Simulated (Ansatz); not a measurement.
Species: HfF$_{2}$ (charge 0, singlet). 
Geometry from a B3LYP-D3(BJ)/def2-TZVP (Ansatz, a program for electronic structure) optimisation:
```
Hf
F 1 1.8889
F 1 1.8889 2 127.80
```
Charge 0, spin multiplicity 1.

### Question
Give the harmonic wavenumbers at B3LYP-D3(BJ)/def2-TZVP (Ansatz, finite differences of forces, unscaled).

### Answer
95, 649, 665 cm⁻¹. Zero-point energy 2.0 kcal/mol.

### Question
From these and the geometry, give the ideal-gas thermochemistry at 298.15 K and 1 atm (rigid rotor, harmonic oscillator).

### Answer
Point group C2v, rotational symmetry number 2. Rotational constants 23.36, 4.622, 3.859 GHz. S(trans) 42.02, S(rot) 22.78, S(vib) 4.27, S(elec, spin only) 0.00, S 69.1 cal/(mol K). H(298) - H(0) 3.00 kcal/mol; G - E(el) -15.6 kcal/mol.
